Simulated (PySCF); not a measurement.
An unknown is described by computed data only.

Elements present: Al, C and H. Monoisotopic mass: 124.0833 u.

| Quantity | Value |
| --- | --- |
| 13C NMR | chemical shifts (computed TMS as zero) by class: 118.9 (1 C), 95.6 (1 C), 28.3 (3 C), 18.4 (1 C), 6.1 (1 C) ppm [GIAO PBE0/pcSseg-1] |
| Valence photoelectron | vertical ionisation energy: 8.71 eV [ΔSCF CAM-B3LYP/def2-SVPD] |
| Triplet | lowest triplet excitation (Tamm–Dancoff): 4.16 eV [TDA CAM-B3LYP/def2-SVPD] |
| UV, first state | lowest singlet excitation: 4.41 eV (281 nm, f = 0.000) [TDDFT CAM-B3LYP/def2-SVPD] |
| Rotational structure | rotational constants A, B, C: 3.318, 0.727, 0.689 GHz [PBE0-D3(BJ)/def2-SVP] |
| Dipole | 1.48 D [CAM-B3LYP/def2-SVPD] |
| 1H NMR | chemical shifts (computed TMS as zero) by class: 4.86 (1 H), 1.99 (3 H), 0.99 (9 H) ppm [GIAO PBE0/pcSseg-1] |
| Polarisability | 113.6 au [CAM-B3LYP/def2-SVPD] |
| NMR, other nuclei | isotropic shieldings of nuclei other than C and H, by class: 328 (1 Al) ppm [GIAO PBE0/pcSseg-1] |

Gas-phase values; electronic properties from PySCF, density fitting. Levels stand in brackets. Geometry: PBE0-D3(BJ)/def2-SVP; no solvent, vibrations or thermal averaging. NMR classes are plain means over equivalent atoms (diastereotopic ones count apart unless rotation or inversion swaps them), as if these changed places fast.

Problem. Which formula fits the mass and the elements?

Solution. C7H13Al (calculated 124.0833). No other formula that holds each of these elements comes within 0.0003 u with a fitting electron parity and a possible valence count.

Problem. Give a SMILES that accounts for the data.

Solution. Numbering: `[CH3:1][C:2]#[C:3][AlH:4][C:5]([CH3:6])([CH3:7])[CH3:8]`. 7 carbons fall into 5 classes; from least to most shielded: alkyne carbon [C2] (118.9 ppm), alkyne carbon [C3] (95.6 ppm), methyl carbon [C6/C7/C8] (28.3 ppm, 3 C, up to 2.3 ppm apart in this geometry), sp3 carbon without hydrogen [C5] (18.4 ppm), propargylic carbon [C1] (6.1 ppm). Hydrogen classes from least to most shielded: 1 H on an aluminium bonded to 2 C and H, Al4 (4.86 ppm), 3 H on a propargylic carbon, C1 (1.99 ppm), 9 H on 3 methyl carbons, C6/C7/C8 (0.99 ppm, a mean of values up to 0.7 ppm apart in this geometry). The other shieldings belong to: 328 ppm, aluminium bonded to 2 C and H [Al4]. S1 is mainly HOMO→LUMO (weight 0.94); the largest Löwdin shares of the orbital it empties are 0.32 on the sp3 carbon without hydrogen, 0.16 on the aluminium bonded to 2 C and H, 0.07 on the Al–H hydrogen and 0.07 on an alkyne carbon, of the orbital it fills 0.46 on the aluminium bonded to 2 C and H, 0.14 on an alkyne carbon, 0.09 on an alkyne carbon and 0.09 on the Al–H hydrogen. By its constants the optimised geometry is an asymmetric top. Structure: `CC#[C][AlH][C](C)(C)C`. Computed isomers that give other values at the same levels: `C=C(C)[C@H]1CC[CH2][AlH]1` (rotational constant A: 2.964 GHz; this holds for the one conformer computed); `C=C(C)[C@H]1C[CH2][AlH][CH2]1` (smallest rotational constant: 0.888 GHz; this holds for the one conformer computed); `C1[CH2][AlH][C@@H](C2CC2)C1` (13C chemical shifts (computed TMS as zero) by class: 38.1 (1 C), 37.4 (1 C), 28.9 (1 C), 13.7 (1 C), 13.7 (1 C), 9.9 (1 C), 7.2 (1 C) ppm). The assignments are read from this structure; whether some other isomer fits the data as well wasn't checked.

Shape of the structure used: `[CH3:1][C:2]#[C:3][AlH:4][C:5]([CH3:6])([CH3:7])[CH3:8]`: C3–Al4–C5–C6 59°.
